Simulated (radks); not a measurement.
The ytterbium ion Yb+ inside a hard spherical wall (all orbitals vanish at R), configuration held at [Xe] 4f14 6s1 and not refilled when levels cross. Calculated with a radial shooting solver on a logarithmic mesh with Libxc functionals: scalar-relativistic Kohn-Sham, PBEsol, spin-polarised, spherical densities, point nucleus; open shells are filled with parallel spins first (spin-orbit coupling, left out, can overturn this in heavy ions). Eigenvalues in eV for spin up, with the zero of energy where the potential of the charges vanishes at infinity; a dash marks a level that is unbound or too diffuse for the functional's potential to be trusted. A positive occupied level is held by the wall or, in an anion where self-interaction has pushed it up, behind a barrier. The pressure on the wall is -dE/dV.

R (bohr)  E (hartree)  kinetic (hartree)    e(5s)    e(5p)   e(4f)   e(6s)  e(5d, empty)  e(6p, empty)  pressure (GPa)
free      -14055.2046          15317.891  -61.781  -34.294  -9.773  -9.669        -6.758        -5.799               0
15        -14055.2046          15317.891  -61.781  -34.294  -9.773  -9.669        -6.758        -5.799        < 0.0001
10        -14055.2045          15317.893  -61.769  -34.282  -9.761  -9.658        -6.744        -5.732         0.00537
8         -14055.2022          15317.914  -61.672  -34.187  -9.665  -9.552        -6.639        -5.373           0.111
5         -14055.1144          15318.366  -60.330  -32.924  -8.285  -6.680        -4.829         0.174            10.2
4         -14054.8833          15319.380  -58.462  -31.183  -6.187  -0.500        -1.774         9.773            64.2
2.5       -14051.3024          15334.502  -43.435  -14.730  12.078  59.409        24.214        85.054            3000
1.5       -14010.3410          15475.467   61.037   109.57  103.13  417.62        183.88        475.69          138000
